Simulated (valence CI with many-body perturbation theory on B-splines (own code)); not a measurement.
## Ladder of approximations for Os XXXVI

Calculated by valence CI with perturbative core correlation (CI+MBPT): five valence electrons over a frozen Dirac-Fock core [Kr], a basis of 7 s, 7 p, 8 d, 6 f, 4 g, 1 h functions for each j, with the one-electron correlation potential Σ1 (screened to all orders), the two-electron term Σ2, the three-electron term Σ3, Breit, model QED; selected single and double excitations, second order for the rest (own B-spline code, finite nucleus).

The last digits are not significant, and no measured levels were compared; by estimate large intervals hold to a few tenths of a per cent, small ones and those within an open d or f shell to about a per cent. Only levels of the ground parity were solved; by the run's estimate the other parity begins above the list, which can be wrong where configurations are misplaced.

Each rung adds one term. CI alone is the Dirac-Coulomb CI over the frozen core; QED comes last and gives the full result, which names the levels. Energies are above (4d3/2^4 4d5/2) J=5/2 on the same rung, in cm⁻¹.

Levels are named by their leading jj configuration (3d3/2^4 stands for four electrons in 3d with j = 3/2), which in mixed levels can hold well under half, so a name can repeat and another be missing. Letters in brackets count levels of one name in rising energy.

```
                      Level  CI alone    + Σ1    + Σ2    + Σ3  + Breit    Full
(4d3/2^3 4d5/2^2) J=5/2 [a]    122843  123608  124549  125585   122524  122941
(4d3/2^3 4d5/2^2) J=7/2 [a]    165582  166360  164981  164741   161261  161672
(4d3/2^3 4d5/2^2) J=3/2 [a]    168065  168835  168926  168403   165559  165970
   (4d3/2^3 4d5/2^2) J=11/2    176309  177118  174174  173845   169343  169756
    (4d3/2^3 4d5/2^2) J=9/2    188919  189741  186991  186426   182427  182849
(4d3/2^3 4d5/2^2) J=5/2 [b]    196781  197616  195777  195032   191423  191859
    (4d3/2^3 4d5/2^2) J=1/2    203175  204031  203525  202598   199325  199777
(4d3/2^3 4d5/2^2) J=7/2 [b]    214623  215440  212258  210435   206850  207268
(4d3/2^3 4d5/2^2) J=3/2 [b]    258218  259114  259257  257433   254200  254670
(4d3/2^2 4d5/2^3) J=5/2 [a]    285155  286654  288140  288486   282540  283353
(4d3/2^2 4d5/2^3) J=7/2 [a]    313853  315425  314599  314405   307745  308583
   (4d3/2^2 4d5/2^3) J=11/2    321861  323461  320899  320721   313135  313973
(4d3/2^2 4d5/2^3) J=9/2 [a]    326055  327632  325730  325260   318114  318948
(4d3/2^2 4d5/2^3) J=1/2 [a]    332580  334171  333927  333298   327225  328073
   (4d3/2^2 4d5/2^3) J=13/2    343806  345435  341260  340589   332112  332954
(4d3/2^2 4d5/2^3) J=3/2 [a]    337588  339155  341592  340714   334576  335423
(4d3/2^2 4d5/2^3) J=5/2 [b]    345265  346850  345711  344658   338097  338937
(4d3/2^2 4d5/2^3) J=9/2 [b]    364823  366410  366247  364900   357854  358697
(4d3/2^2 4d5/2^3) J=7/2 [b]    374293  375907  372661  370855   363668  364512
```

Question: How does the ionisation energy move along the ladder, and which term matters most?

Answer: CI alone 1523.5, + Σ1 1526.1, + Σ2 1529.5, + Σ3 1529.6, + Breit 1529.1, + QED 1529.1 eV. The largest step is Σ2, 3.3 eV. NIST lists 1528 ± 5 eV (theoretical).
